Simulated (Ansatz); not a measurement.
System: fluoro(fluorosilyl)silane, Si2H4F2 (charge 0, singlet). SMILES: F[SiH2][SiH2]F
Structure (B3LYP-D3(BJ)/def2-TZVP (Ansatz, a program for electronic structure) minimum search):
```
Si
F 1 1.6139
H 1 1.4806 2 108.03
H 1 1.4806 3 109.32 2 117.33
Si 1 2.3571 3 111.84 4 124.42
F 5 1.6139 1 107.61 3 -61.50
H 5 1.4806 6 108.03 1 120.92
H 5 1.4806 7 109.32 6 -117.33
```

Wanted: atomisation energy, in kcal/mol. Conventions: no spin-orbit coupling; LANL2DZ with its own core potentials from Na on; atomisation electronic, to ground-state atoms; 6-311+G** with 5d, 6d on Na to Ar in Ansatz; non-relativistic; frozen cores in correlated levels; six Cartesian d functions in 6-31G* and its kin unless marked 5d; dispersion terms only where a functional's name holds one; UHF or UKS for open shells. Basis-set limits of correlation are two-point, X^-3; Hartree-Fock from the larger set. Ab initio and DFT rows: single points at B3LYP-D3(BJ) geometries (Ansatz).

Coupled cluster (Ansatz) is a level with limits of its own, used here on species with T1 under 0.025 (0.045 for open shells) and stable references: CCSD(T)/CBS(aug-cc-pV(T+d)Z,aug-cc-pV(Q+d)Z).

Value to compare with, CCSD(T)/CBS(aug-cc-pV(T+d)Z,aug-cc-pV(Q+d)Z) (Ansatz): 648.7 kcal/mol.

```
level           program  atomisation energy (kcal/mol)  difference
--------------  -------  -----------------------------  ----------
PBE/STO-3G       Ansatz                          762.0       113.3
PBE/3-21G        Ansatz                          591.0       -57.7
PBE/LANL2DZ      Ansatz                          574.3       -74.4
PBE/6-31G*       Ansatz                          631.2       -17.5
PBE/def2-SVP     Ansatz                          628.1       -20.6
PBE/6-311+G**    Ansatz                          617.6       -31.1
PBE/def2-TZVPD   Ansatz                          635.3       -13.4
```

Among the 6 habitual levels, PBE/STO-3G lies farthest from CCSD(T)/CBS(aug-cc-pV(T+d)Z,aug-cc-pV(Q+d)Z) (Ansatz) (113.3 kcal/mol) and PBE/6-31G* nearest (-17.5); 1 of 6 lie above it, and their mean absolute difference is 52.4 kcal/mol, the median 44.4. One case shows no general order.

The sets are all those run for this method; left out are runs that failed, that the program found above a lower state of the same kind, or whose <S^2> lies over 0.5 above the pure value.
